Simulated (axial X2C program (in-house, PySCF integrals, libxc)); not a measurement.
## Ionising BeI

Calculated with an axial X2C code built on PySCF integrals, spin-free (one-electron X2C) or two-component (2c: spin–orbit coupling with atomic mean-field Coulomb and Gaunt terms, which also bring small scalar terms), in Dyall basis sets with cores contracted in-house; open shells are unrestricted.

Basis sets: Be dyall-cv3z, I dyall-cv3z. Frozen shells (counts by l): BeI I 4s3p2d, Be 1s, 9 electrons correlated; BeI⁺ I 4s3p2d, Be 1s, 8 electrons correlated. Where the outer core of a metal is frozen, bonds come out longer and ionisation energies lower.

```tsv
Hamiltonian	level	BeI state	Re (Å)	ωe (cm⁻¹)	De (eV)
spin-free	HF	M_S = 1/2, Λ = 0	2.201	611.9	2.35
spin-free	PBE0	M_S = 1/2, Λ = 0	2.180	611.6	2.92
spin-free	MP2	M_S = 1/2, Λ = 0	2.183	625.3	2.81
spin-free	CCSD	M_S = 1/2, Λ = 0	2.185	620.2	2.34
spin-free	CCSD(T)	M_S = 1/2, Λ = 0	2.185	619.0	2.44
2c	HF	Ω = 1/2	2.204	608.3	2.05
2c	MP2	Ω = 1/2	2.186	622.0	2.53
```

Adiabatic ionisation energy (minimum to minimum, no zero-point term) and constants of BeI⁺:

```json
{"Hamiltonian": "spin-free", "level": "HF", "BeI⁺ state": "M_S = 0, Λ = 0", "IE (eV)": "8.22", "Re (Å)": "2.079", "ωe (cm⁻¹)": "747.3", "De (eV)": "2.18", "fragments": "I + Be+"}
{"Hamiltonian": "spin-free", "level": "PBE0", "BeI⁺ state": "M_S = 0, Λ = 0", "IE (eV)": "8.35", "Re (Å)": "2.066", "ωe (cm⁻¹)": "752.0", "De (eV)": "3.54", "fragments": "I + Be+"}
{"Hamiltonian": "spin-free", "level": "MP2", "BeI⁺ state": "M_S = 0, Λ = 0", "IE (eV)": "8.17", "Re (Å)": "2.075", "ωe (cm⁻¹)": "761.3", "De (eV)": "3.48", "fragments": "I + Be+"}
{"Hamiltonian": "spin-free", "level": "CCSD", "BeI⁺ state": "M_S = 0, Λ = 0", "IE (eV)": "8.21", "Re (Å)": "2.077", "ωe (cm⁻¹)": "748.7", "De (eV)": "3.41", "fragments": "I + Be+"}
{"Hamiltonian": "spin-free", "level": "CCSD(T)", "BeI⁺ state": "M_S = 0, Λ = 0", "IE (eV)": "8.19", "Re (Å)": "2.080", "ωe (cm⁻¹)": "747.2", "De (eV)": "3.53", "fragments": "I + Be+"}
{"Hamiltonian": "2c", "level": "HF", "BeI⁺ state": "Ω = 0", "IE (eV)": "8.20", "Re (Å)": "2.084", "ωe (cm⁻¹)": "736.4", "De (eV)": "1.89", "fragments": "I + Be+"}
{"Hamiltonian": "2c", "level": "MP2", "BeI⁺ state": "Ω = 0", "IE (eV)": "8.15", "Re (Å)": "2.079", "ωe (cm⁻¹)": "751.7", "De (eV)": "3.21", "fragments": "I + Be+"}
```

Question: Add the zero-point terms to the ionisation energy at MP2, 2c, and say whether the electron removed was bonding.

Answer: IE0 = IE + (ωe⁺ − ωe)/2 = 8.15 + (0.008) = 8.16 eV. Re changes by -0.107 Å, so the bond shortens, as on loss of an antibonding or a polarising non-bonding electron.

Question: Close the cycle De(BeI⁺) + IE(BeI) = De(BeI) + IE(Be) to find the atomic ionisation energy at MP2, 2c.

Answer: IE(Be) = 3.21 + 8.15 − 2.53 = 8.83 eV, for the determinants used.

Each entry is the lowest single determinant of a limited PBE0 search at one distance. De goes to single-determinant-based atoms at the same level (for ions the charge split of lowest energy) and is withheld (n/a) where an atom does not fit its ground term or J level. Main or longest-lived isotopes.
